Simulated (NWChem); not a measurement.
System: CH$_{4}$OTe; SMILES [Te](O)C

Here is an NWChem input.

```
start job
memory heap 200 mb stack 900 mb global 1100 mb
geometry units angstroms noautoz
  Te     0.344857     0.060399    -0.023508
  C     -0.935389    -1.662251    -0.004261
  H     -1.463542    -1.773868    -0.959260
  H     -1.646933    -1.549252     0.823755
  H     -0.300644    -2.542410     0.175912
  O     -1.133694     1.406767     0.096250
  H     -1.371560     1.631253    -0.812099
end
basis spherical
  * library sto-3g
end
dft
  xc xpbe96 cpbe96
  iterations 150
  mulliken
end
task dft energy
```

Excerpt of the output:

```
             Northwest Computational Chemistry Package (NWChem) 7.3.0
             --------------------------------------------------------

 C1  symmetry detected

                             Geometry "geometry" -> ""
                             -------------------------

 Output coordinates in angstroms (scale by  1.889725989 to convert to a.u.)

  No.       Tag          Charge          X              Y              Z
 ---- ---------------- ---------- -------------- -------------- --------------
    1 Te                  52.0000     0.36840909     0.04603204     0.00450691
    2 C                    6.0000    -0.96621592    -1.63494931     0.00346715
    3 H                    1.0000    -1.46980299    -1.74021794    -0.96542171
    4 H                    1.0000    -1.69745470    -1.49047333     0.80912878
    5 H                    1.0000    -0.36538246    -2.53272667     0.21092401
    6 O                    8.0000    -1.06923893     1.43971935     0.06748067
    7 H                    1.0000    -1.27342568     1.66169274    -0.84963856

 Effective nuclear repulsion energy (a.u.)     255.7098115487

  pbe96 is a nonlocal functional; adding pw91lda local functional.

                                 NWChem DFT Module
                                 -----------------

 Summary of "ao basis" -> "ao basis" (spherical)
 ------------------------------------------------------------------------------
       Tag                 Description            Shells   Functions and Types
 ---------------- ------------------------------  ------  ---------------------
 Te                          sto-3g                 11       27   5s4p2d
 C                           sto-3g                  3        5   2s1p
 H                           sto-3g                  1        1   1s
 O                           sto-3g                  3        5   2s1p

            General Information
            -------------------
          SCF calculation type: DFT
          Wavefunction type:  closed shell.
          No. of atoms     :     7
          No. of electrons :    70
           Alpha electrons :    35
            Beta electrons :    35
          Charge           :     0
          Spin multiplicity:     1
          Use of symmetry is: off; symmetry adaption is: off
          Maximum number of iterations: 150
          AO basis - number of functions:    41
                     number of shells:    21
          Convergence on energy requested:  1.00D-06
          Convergence on density requested:  1.00D-05
          Convergence on gradient requested:  5.00D-04

              XC Information
              --------------
          PerdewBurkeErnzerhof Exchange Functional  1.000
            Perdew 1991 LDA Correlation Functional  1.000 local
           PerdewBurkeErnz. Correlation Functional  1.000 non-local

             Grid Information
             ----------------
          Grid used for XC integration:  medium
          Radial quadrature: Mura-Knowles
          Angular quadrature: Lebedev.
          Tag              B.-S. Rad. Rad. Pts. Rad. Cut. Ang. Pts.
          ---              ---------- --------- --------- ---------
          Te                  1.40      123           8.0       590
          C                   0.70       49           9.0       434
          H                   0.35       45          11.0       434
          O                   0.60       49          10.0       434
          Grid pruning is: on
          Number of quadrature shells:   401
          Spatial weights used:  Erf1

      Superposition of Atomic Density Guess
      -------------------------------------

 Sum of atomic energies:       -6659.93029469

      Non-variational initial energy
      ------------------------------

 Total energy =   -6659.993064
 1-e energy   =   -9699.486887
 2-e energy   =    2783.784011
 HOMO         =      -0.106166
 LUMO         =       0.145938

     ---------------------------------------------
      Total Density - Mulliken Population Analysis
     ---------------------------------------------

    Atom       Charge   Shell Charges
 -----------   ------   -------------------------------------------------------
    1 Te  52    51.80   2.00  2.00  6.00  2.00  6.00  2.00  6.00  1.81  4.00 10.00  9.99
    2 C    6     6.06   1.99  1.32  2.75
    3 H    1     0.95   0.95
    4 H    1     0.94   0.94
    5 H    1     0.94   0.94
    6 O    8     8.66   2.00  1.85  4.81
    7 H    1     0.66   0.66

   convergence    iter        energy       DeltaE   RMS-Dens  Diis-err
 ---------------- ----- ----------------- --------- --------- ---------
 d= 0,ls=0.0,diis     1  -6662.5883149956 -6.92D+03  7.67D-02  3.78D-01
 d= 0,ls=0.0,diis     2  -6661.8494355958  7.39D-01  6.27D-02  5.23D+00
 d= 0,ls=0.0,diis     3  -6662.6509622179 -8.02D-01  9.55D-03  2.47D-02
 d= 0,ls=0.0,diis     4  -6662.6516234426 -6.61D-04  4.75D-03  2.29D-02
 d= 0,ls=0.0,diis     5  -6662.6562852916 -4.66D-03  7.69D-04  2.09D-04
  Resetting Diis
 d= 0,ls=0.0,diis     6  -6662.6563282015 -4.29D-05  2.36D-04  3.43D-05
 d= 0,ls=0.0,diis     7  -6662.6563365697 -8.37D-06  1.34D-05  1.84D-08
 d= 0,ls=0.0,diis     8  -6662.6563365685  1.25D-09  8.47D-06  3.35D-08

         Total DFT energy =    -6662.656336568471
      One electron energy =    -9698.021002617643
           Coulomb energy =     2965.941416573153
    Exchange-Corr. energy =     -186.286562072695
 Nuclear repulsion energy =      255.709811548714

 Numeric. integr. density =       69.999986304082

                       DFT Final Molecular Orbital Analysis
                       ------------------------------------

[...]
```

Level: PBE/STO-3G, non-relativistic. The geometry was optimised at PBE0/def2-SVP (def2 core potentials past Kr).
